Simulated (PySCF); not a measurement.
# Which determinant of AsO lies lowest?

Unrestricted PBE0; basis As aug-pcseg-1, O aug-pcseg-1; no relativity; PySCF 2.14. Outer shells of the fragments: As 3d10 4s2 4p3; O 2s2 2p4.

Followed along the bond (rough minima from three points):

```
2Ms+1  unpaired  ⟨S²⟩ at the start  R at minimum (Å)  Te (eV)
    2       π ↑               0.76              1.65     0.00
    4     π ↑↑↑               3.76  none in the scan   ≤ 2.14
```

Solutions found at the starting distance of 1.775 Å, counted from the lowest of them; the search is not exhaustive and high or unbound solutions are not listed, so other states can lie among these:

```
2Ms+1     unpaired   term  E (eV)  ⟨S²⟩  ⟨Lz²⟩  μ (D)
    2          π ↑     ²Π    0.00  0.76   1.01  -3.17
    4        π ↑↑↑     ⁴Π    1.97  3.76   1.00  -0.98
    2        π ↑↑↓  mixed    2.40  1.76   3.02  -0.98
    4    σ ↑, π ↑↑    ⁴Σ⁻    2.94  3.76   0.00  -2.21
    2    σ ↓, π ↑↑  mixed    3.49  1.76   0.00  -2.06
    2          σ ↑    ²Σ⁺    3.74  0.85   0.00  -1.72
    4    σ ↑, π ↑↑  mixed    5.59  3.76   2.01  -0.36
    4    σ ↑, π ↑↑  mixed    6.06  3.76   2.01  -0.53
    6  σ ↑↑, π ↑↑↑     ⁶Π    8.42  8.76   1.00   0.72
```

A term symbol is given only where ⟨S²⟩ and ⟨Lz²⟩ are close to those of a pure state; real π, δ and φ orbitals otherwise mix terms. A positive dipole means As(−)O(+).

Spin–orbit coupling is left out. Counting both spins, an empty level lies below a filled one in some of these solutions, because spin and occupation are held.
